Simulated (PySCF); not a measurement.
1,2,4-triazole cation (C2H3N3), SMILES c1nc[nH]n1 (connectivity only; charge and spin as stated), charge +1, multiplicity 2. Coordinates come from a PBE-D3(BJ)/def2-SVP optimisation. The multiplicity is an assumed one; other spin states were not compared.

Method: PBE-D3(BJ)/def2-SVP run with PySCF.

Harmonic wavenumbers (cm⁻¹): 483, 637, 708, 818, 840, 844, 897, 1031, 1132, 1168, 1230, 1293, 1392, 1475, 1513, 3204, 3224, 3476. Rotational constants (GHz): 10.83, 9.350, 5.017; symmetry number 1.

### Question
Work out the zero-point energy and the ideal-gas rigid-rotor harmonic-oscillator thermochemistry at 298.15 K and 1 atm.

### Answer
ZPE = ½ Σ hcν = ½ × 25365 cm⁻¹ = 151.72 kJ/mol. H − E(el) = 163.91 kJ/mol. Entropy in J/(mol K): translation 161.56, rotation 100.26, vibration 9.90, spin 5.76, total 277.49. G − E(el) = 81.18 kJ/mol. Cp = 61.60 J/(mol K).
